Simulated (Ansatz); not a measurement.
Basis-set series for `BC(=[Se])CO`. Total charge 0; spin multiplicity 1. Geometry: relaxed with PBE0-D4/def2-TZVP. It is one conformer, not always the lowest.

```
functional       basis  functions  energy (Eh)  HOMO (eV)  LUMO (eV)
   PBE0-D4  def2-TZVPP        242  -2580.38162      -7.52      -2.83
   PBE0-D4  def2-QZVPP        467  -2580.44226      -7.54      -2.85
   ωB97M-V  def2-TZVPP        242  -2580.65890      -9.59      -0.77
   ωB97M-V  def2-QZVPP        467  -2580.71744      -9.60      -0.81
```

Problem. Give the rows for def2-SVP. (Estimate.)

Solution. Ansatz gave: 
```tsv
functional	basis	functions	energy (Eh)	HOMO (eV)	LUMO (eV)
PBE0-D4	def2-SVP	113	-2579.88163	-7.49	-2.77
ωB97M-V	def2-SVP	113	-2580.15141	-9.55	-0.67
```

Scalar relativity is left out up to krypton.
